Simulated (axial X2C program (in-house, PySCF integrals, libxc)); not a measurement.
# Bond lengths and stretching modes, held linear, of NTaO²⁺

Computed with an axial X2C code built on PySCF integrals: two-component X2C with atomic mean-field Coulomb and Gaunt terms, Gaussian nuclei, basis N dyall-av3z, Ta dyall-v3z, O dyall-av3z with contracted cores. Spin-free rows use the one-electron spin-free X2C Hamiltonian.

Masses N 14.003, Ta 180.948, O 15.995 u. States: 2c Ω = 3 (beyond evenly filled blocks: 2 × ω = 3/2); spin-free M_S = 2, Λ = 2 (beyond evenly filled blocks: σα, π+α, π-α, δ+α).

HF, spin-free: energies above the lowest point

```
r(N–Ta) (Å)  r(Ta–O) (Å)  E (meV)
     2.4755       1.5990    52.35
     2.4755       1.6400    45.19
     2.4755       1.6810   112.91
     2.5390       1.5990    18.76
     2.5390       1.6400    14.39
     2.5390       1.6810    83.97
     2.5390       1.7220   165.25
     2.6025       1.5990     2.49
     2.6025       1.6400     0.69
     2.6025       1.6810    72.08
     2.6660       1.6400     0.00
     2.6660       1.7220   157.57
```

Fit a quadratic surface with cubic terms in each bond: where is the minimum, and what are the two stretching wavenumbers?

At HF, spin-free: bonds 2.644 and 1.619 Å; harmonic stretches 236.7 and 1078.5 cm⁻¹; force constants 0.432, 10.1 and coupling 0.12 mdyn/Å.

The other levels and Hamiltonians give:

```json
{"Hamiltonian": "2c", "level": "PBE0", "r(N–Ta) (Å)": "2.535", "r(Ta–O) (Å)": "1.638", "lower stretch (cm⁻¹)": "238.1", "upper stretch (cm⁻¹)": "1129.9"}
{"Hamiltonian": "2c", "level": "HF", "r(N–Ta) (Å)": "2.629", "r(Ta–O) (Å)": "1.623", "lower stretch (cm⁻¹)": "209.4", "upper stretch (cm⁻¹)": "973.9"}
{"Hamiltonian": "2c", "level": "BHandHLYP", "r(N–Ta) (Å)": "2.564", "r(Ta–O) (Å)": "1.629", "lower stretch (cm⁻¹)": "240.8", "upper stretch (cm⁻¹)": "1163.3"}
{"Hamiltonian": "spin-free", "level": "PBE0", "r(N–Ta) (Å)": "2.550", "r(Ta–O) (Å)": "1.636", "lower stretch (cm⁻¹)": "238.3", "upper stretch (cm⁻¹)": "1142.4"}
{"Hamiltonian": "spin-free", "level": "BHandHLYP", "r(N–Ta) (Å)": "2.579", "r(Ta–O) (Å)": "1.627", "lower stretch (cm⁻¹)": "240.1", "upper stretch (cm⁻¹)": "1178.0"}
```

Each state is one determinant, the lowest of a limited PBE0 search; the stretches come from a fit to these few points and carry an uncertainty of a few per cent. Other orders of the atoms were not compared. Left out for rough or failed fits: MP2 2c, MP2 spin-free. The levels spread by more than a fifth, so the stretches depend strongly on the method. A multiply charged ion may be only metastable. The molecule was held linear; bending was not examined, so a bent shape may lie lower. Open-shell Ω = 0 determinants with evenly filled partner blocks cannot be reached by this program, so the Ω shown need not be the lowest component. Note: functional without a current term on a determinant with orbital currents, of the molecule or an atom. Note: several unpaired electrons, one determinant need not be a pure state.
